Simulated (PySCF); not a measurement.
# Spinor energies of Sb³⁺ (antimony, charge +3)

Start: [Kr] 4d9 5s2 5p1; 4d3/2 filled at m_j = -3/2, -1/2, +1/2, +3/2; 4d5/2 filled at m_j = -3/2, -1/2, +1/2, +3/2, +5/2; 5p3/2 filled at m_j = +3/2. Calculated with PySCF 2.14 in x2c-TZVPall-2c (8s9p5d2f, 74 functions): generalised Hartree-Fock with the X2C-1e Hamiltonian and a Gaussian nucleus; one run each with spin-orbit coupling (SO) switched off, then screened by Boettger's factors. This is a chosen level, not necessarily the ground level.

```
spinor shell  electrons  ε, spin-free (eV)  ε, screened SO (eV)  weight of nominal j (screened SO)  rms radius, screened SO (bohr)
       1s1/2          2           -30684.0             -30681.0                              1.000                          0.0325
       2s1/2          2            -4798.4              -4797.6                              1.000                           0.133
       2p1/2          2            -4304.7              -4479.7                              1.000                           0.115
       2p3/2          4            -4304.7              -4225.3                              1.000                           0.120
       3s1/2          2            -1013.2              -1013.0                              1.000                           0.351
       3p1/2          2            -848.31              -881.65                              1.000                           0.345
       3p3/2          4            -848.31              -833.15                              1.000                           0.356
       3d3/2          4            -597.37              -603.44                              0.999                           0.329
       3d5/2          6            -597.37              -593.20                              1.000                           0.332
       4s1/2          2            -213.84              -213.86                              1.000                           0.837
       4p1/2          2            -160.17              -167.38                              0.992                           0.886
       4p3/2          4            -160.17              -156.93                              0.996                           0.912
       4d3/2          4            -80.734              -81.836                              0.927                            1.06
       4d5/2          5            -80.734              -80.046                              0.942                            1.08
       5s1/2          2            -45.429              -45.462                              0.999                            2.12
       5p3/2          1            -36.014              -35.661                              1.000                            2.45
```

```json
{"quantity": "E (hartree)", "spin-free": "-6474.07837", "screened SO": "-6475.74528"}
{"quantity": "M_J", "spin-free": "4", "screened SO": "4"}
{"quantity": "⟨J²⟩", "spin-free": "20.014", "screened SO": "20.014"}
{"quantity": "⟨L²⟩", "spin-free": "12.011", "screened SO": "12.029"}
{"quantity": "⟨S²⟩", "spin-free": "2.002", "screened SO": "2.020"}
```

Each row is a mean over spinors that exchange with the open shell spreads, by up to 7.712 eV (4p3/2).

Breit and QED terms are absent; they matter most for the inner s and p1/2 levels.

Densities and radii are taken from the X2C orbitals without a picture-change correction, which distorts them close to the nucleus.

Without spin-orbit coupling the j labels of p, d and f shells carry no meaning; the spin-free column gives the mean over the occupied spinors of each nl shell.
